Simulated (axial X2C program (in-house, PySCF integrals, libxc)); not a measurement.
## Which molecule has these constants?

All values come from calculations with an in-house relativistic program for diatomic molecules, spin-free (one-electron X2C) or two-component (2c: spin–orbit coupling with atomic mean-field Coulomb and Gaunt terms, which also bring small scalar terms), in Dyall basis sets with cores contracted in-house; open shells are unrestricted.

A two-component CCSD(T) calculation in a Dyall 3-zeta basis gave Re = 1.162 Å, ωe = 1774.3 cm⁻¹, De = 7.68 eV, Ω = 0.

Question: Which molecule is it?
A. CF⁺
B. GeF⁺
C. SnF⁺

Answer: A. The others have GeF⁺ 1.677 Å and 804.7 cm⁻¹ (Ω = 0); SnF⁺ 1.885 Å and 688.0 cm⁻¹ (Ω = 0).

Frozen shells (counts by l): CF⁺ F 1s, C 1s, 10 electrons correlated; GeF⁺ Ge 3s2p1d, F 1s, 10 electrons correlated; SnF⁺ Sn 4s3p2d, F 1s, 10 electrons correlated. Coupled cluster in natural virtuals with an MP2 remainder. Where the outer core of a metal is frozen, bonds come out longer and ionisation energies lower.

Each entry is the lowest single determinant of a limited PBE0 search at one distance. De goes to single-determinant-based atoms at the same level (for ions the charge split of lowest energy) and is withheld (n/a) where an atom does not fit its ground term or J level. Main or longest-lived isotopes.
